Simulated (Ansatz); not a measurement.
```yaml
crystal:
  periodic: [false, false, false]
  atoms:
    - {symbol: Sn, position_ang: [-0.312686, 3.644011, -0.631907]}
    - {symbol: Sn, position_ang: [-1.803961, 0.203708, 0.468395]}
    - {symbol: Sn, position_ang: [1.183450, -1.800518, -2.376928]}
    - {symbol: Sn, position_ang: [0.644076, 0.964511, -1.248006]}
    - {symbol: Sn, position_ang: [1.519996, -0.303889, 1.425971]}
    - {symbol: Cl, position_ang: [-0.701896, -1.176779, 2.428996]}
    - {symbol: Cl, position_ang: [1.915437, -2.512390, 0.060737]}
    - {symbol: Cl, position_ang: [-1.290094, -1.720534, -1.726549]}
    - {symbol: Cl, position_ang: [-1.154323, 2.701889, 1.599290]}
basis:
  gaussian: {orbitals: def2-TZVPP}
total_charge: 2
hamiltonian: {xc: {name: PBE0}, dispersion: d3bjatm}
output: {forces: true}
```

```sh
$ ansatz run in.yaml --threads 6 --pin off --events-out ev --progress --plain --max-ram 7833MiB
```

Output, abridged:

```
Functional definition: PBE0
3605 factors; their error is unknown
mean field evaluation 1: about -79212.4950 eV, gradient 6.9e1 eV
mean field evaluation 2: about -79078.7350 eV, gradient 2.1e2 eV
mean field evaluation 4: about -79225.4110 eV, gradient 1.7e1 eV
mean field evaluation 8: about -79226.0885 eV, gradient 4.9e-1 eV
mean field evaluation 16: about -79226.6169 eV, gradient 8.0e-3 eV
mean field evaluation 32: about -79226.5750 eV, gradient 2.5e0 eV
mean field -79226.61691060 eV, -2911.5244697347 hartree, gradient 5.8e-5 eV, S^2 0.000000; 2 other end points of the search recorded, 0 dependent functions left out
reference -79226.61695860 eV, -2911.5244714988 hartree; 88, 88 occupied and 330, 330 virtual orbitals, 3605 factors
Total energy: -79227.40719882 eV, -2911.5535122913 hartree
Atom 0 at    -0.312686     3.644011    -0.631907 Å, force    -0.546521     0.702460     0.735221 eV/Å
Atom 1 at    -1.803961     0.203708     0.468395 Å, force    -0.060651    -0.420763     0.596566 eV/Å
Atom 2 at     1.183450    -1.800518    -2.376928 Å, force    -0.043038    -0.409804     0.247337 eV/Å
Atom 3 at     0.644076     0.964511    -1.248006 Å, force     0.044878    -0.860482    -0.195666 eV/Å
Atom 4 at     1.519996    -0.303889     1.425971 Å, force    -0.377785    -0.835694     0.038621 eV/Å
Atom 5 at    -0.701896    -1.176779     2.428996 Å, force     0.371218     0.558919    -0.687137 eV/Å
Atom 6 at     1.915437    -2.512390     0.060737 Å, force    -0.216849     0.578236    -0.027762 eV/Å
Atom 7 at    -1.290094    -1.720534    -1.726549 Å, force     0.562539     0.449145    -0.020501 eV/Å
Atom 8 at    -1.154323     2.701889     1.599290 Å, force     0.266209     0.237984    -0.686680 eV/Å
Dipole moment:     0.369229     1.034202    -0.628792 e Å
```

It took 97 s on 6 threads of Intel Xeon on a shared host, peak host memory 2.2 GiB.

In the def2 sets Sn takes a core potential; there is no spin–orbit coupling.

The dipole of an ion depends on the origin.
